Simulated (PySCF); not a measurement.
PySCF 2.14 output of an unrestricted M06-2X calculation on a single atom or ion in aug-cc-pVDZ-DK, with scalar relativity by spin-free X2C-1e:

```
SCF conv_tol = 1e-09
number electrons alpha = 13  beta = 10
    Y. Zhao and D. G. Truhlar.,  Theor. Chem. Acc. 120, 215 (2008)
    Y. Zhao and D. G. Truhlar.,  Theor. Chem. Acc. 120, 215 (2008)
cycle= 1 E= -948.961800096313  delta_E= -0.00736  |g|= 0.024  |ddm|= 0.869
cycle= 2 E= -948.970022625934  delta_E= -0.00822  |g|= 0.0344  |ddm|= 0.31
cycle= 3 E= -948.963334936297  delta_E= 0.00669  |g|= 0.0225  |ddm|= 0.215
cycle= 4 E= -948.965606310983  delta_E= -0.00227  |g|= 0.0371  |ddm|= 0.372
cycle= 5 E= -948.963407989734  delta_E= 0.0022  |g|= 0.0344  |ddm|= 0.0834
cycle= 6 E= -948.956769359414  delta_E= 0.00664  |g|= 0.0484  |ddm|= 0.375
cycle= 7 E= -948.956889099885  delta_E= -0.00012  |g|= 0.0449  |ddm|= 0.0326
cycle= 8 E= -948.956974161458  delta_E= -8.51e-05  |g|= 0.0435  |ddm|= 0.00922
cycle= 9 E= -948.957162605329  delta_E= -0.000188  |g|= 0.0426  |ddm|= 0.02
cycle= 10 E= -948.957223679067  delta_E= -6.11e-05  |g|= 0.0232  |ddm|= 0.235
cycle= 11 E= -948.957429102296  delta_E= -0.000205  |g|= 0.0151  |ddm|= 0.0359
cycle= 12 E= -948.957696399159  delta_E= -0.000267  |g|= 0.00503  |ddm|= 0.0951
cycle= 13 E= -948.957697579821  delta_E= -1.18e-06  |g|= 0.00359  |ddm|= 0.0631
cycle= 14 E= -948.957719536667  delta_E= -2.2e-05  |g|= 0.0037  |ddm|= 0.0314
cycle= 15 E= -948.957742834648  delta_E= -2.33e-05  |g|= 0.00378  |ddm|= 0.0498
cycle= 16 E= -948.957756939897  delta_E= -1.41e-05  |g|= 0.000475  |ddm|= 0.0172
cycle= 17 E= -948.957756053351  delta_E= 8.87e-07  |g|= 0.000101  |ddm|= 0.00692
cycle= 18 E= -948.957755973197  delta_E= 8.02e-08  |g|= 3.44e-05  |ddm|= 0.0019
cycle= 19 E= -948.957755969572  delta_E= 3.63e-09  |g|= 2.48e-05  |ddm|= 0.000298
cycle= 20 E= -948.957755969751  delta_E= -1.8e-10  |g|= 2.5e-05  |ddm|= 2.26e-05
converged SCF energy = -948.957755969751  <S^2> = 3.7676948  2S+1 = 4.0088377
```

The run itself started from symmetry-adapted Hartree-Fock orbitals and held the occupation by maximum overlap, on a logarithmic radial grid, so the iterations belong to that start.

Question: Which element, charge and spin multiplicity is this?

Answer: V (vanadium, neutral), multiplicity 4; the state was [Ar] 3d2 4s2 4p1, one real determinant (an excited configuration).

⟨L²⟩ = 14.08 against 20 for a pure G term, so this real determinant mixes terms.
